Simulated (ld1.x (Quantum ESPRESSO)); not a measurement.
## Xe TM semilocal: all-electron and pseudo phase curves

* Element: Xe (Z = 54)
* Generator: ld1.x (Quantum ESPRESSO) 7.5
* Type: norm-conserving Troullier–Martins (semilocal form)
* Functional: LDA (PZ)
* Relativity: scalar-relativistic
* Frozen core: [Kr] 4d10
* Valence charge: 8
* Reference configuration: 5s2 5p6
* Partial waves: 5p (bound): rc 1.75 bohr; 5d channel at 0.45 Ry: rc 1.75 bohr; 5s (bound): rc 1.70 bohr
* Local potential: the s channel
* Core correction: none

The phase is arctan(r·u′/u) with u = r·R(r), unwrapped; energies in Ry, scanned from -3 to 5 Ry. A pole is an energy at which the radial function vanishes at the test radius. The pseudo phase is shifted by a multiple of π to meet the all-electron one at the reference energy, and phase errors are pseudo minus all-electron; the curves can meet again beyond the range given. Levels narrower than the energy grid can be missing from the lists of poles.

**Question.** For each channel, where are the poles, and over which energies does the pseudopotential scatter like the atom?

**Answer.**

```json
{"channel": "s", "radius (bohr)": "1.90", "reference energy (Ry)": "-1.47", "poles, all-electron": "2.15", "poles, pseudo": "1.95", "unbroken range about the reference energy with phases within 0.05 rad": "below 4.7", "phase error 1 Ry above the reference energy (rad)": "-0.003"}
{"channel": "p", "radius (bohr)": "1.90", "reference energy (Ry)": "-0.62", "poles, all-electron": "4.29", "poles, pseudo": "3.72", "unbroken range about the reference energy with phases within 0.05 rad": "the whole range", "phase error 1 Ry above the reference energy (rad)": "-0.009"}
{"channel": "d", "radius (bohr)": "1.90", "reference energy (Ry)": "0.45", "poles, all-electron": "none", "poles, pseudo": "2.73", "unbroken range about the reference energy with phases within 0.05 rad": "-2.6 to 1.2", "phase error 1 Ry above the reference energy (rad)": "-0.169"}
```

Phases in the s channel:

| E (Ry) | all-electron | pseudo |
| --- | --- | --- |
| -3.00 | 0.847 | 0.841 |
| -2.52 | 0.562 | 0.556 |
| -2.04 | 0.043 | 0.040 |
| -1.56 | -0.581 | -0.581 |
| -1.08 | -0.989 | -0.989 |
| -0.60 | -1.207 | -1.210 |
| -0.12 | -1.334 | -1.338 |
| 0.36 | -1.415 | -1.421 |
| 0.84 | -1.472 | -1.479 |
| 1.32 | -1.515 | -1.524 |
| 1.80 | -1.549 | -1.561 |
| 2.28 | -1.578 | -1.592 |
| 2.76 | -1.603 | -1.621 |
| 3.24 | -1.626 | -1.648 |
| 3.72 | -1.647 | -1.676 |
| 4.20 | -1.668 | -1.705 |
| 4.68 | -1.690 | -1.739 |
